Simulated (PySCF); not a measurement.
**Computed properties of Cd(H)(GeH3) (CdGeH4), SMILES [GeH3][CdH]**

CdGeH4, SMILES [CdH][GeH3]. Coordinates come from a PBE0-D3(BJ)/def2-TZVP optimisation. The def2 effective core potentials stand for the cores of Cd; spin–orbit coupling is left out. The values are those of a single conformer. All values are computed for the isolated molecule unless a solvent is named; none is compared with measurement here.

**Structure.** The optimised structure has C3v symmetry. All 12 harmonic modes at PBE0-D3(BJ)/def2-TZVP (PySCF) are real, so it is a minimum.

**Vibrations.** The strongest infrared lines (harmonic, unscaled, degenerate partners summed) lie at 1768 cm⁻¹ (370 km/mol, H 99 %), 788 cm⁻¹ (271 km/mol, H 97 %), 2122 cm⁻¹ (255 km/mol, H 98 %). The softest mode is at 215 cm⁻¹ and the zero-point energy is 17.8 kcal/mol.

**Electronic structure.** PBE0/def2-TZVPD (PySCF) places the frontier levels at -7.15 and -1.04 eV, a gap of 6.11 eV, and gives a dipole moment of 0.43 D and a mean polarisability of 72.3 bohr³.

**Excitations.** TDA-PBE0/def2-TZVPD (PySCF) has S1 at 4.94 eV (251 nm, f = 0.012, weak); the most intense of the 10 singlets computed lies at 6.30 eV (f = 0.49). Strengths of degenerate partners are summed. T1 (TDA) is at 4.41 eV, 0.53 eV under S1. No vertical singlet excitation falls in the visible range (under 3.1 eV).
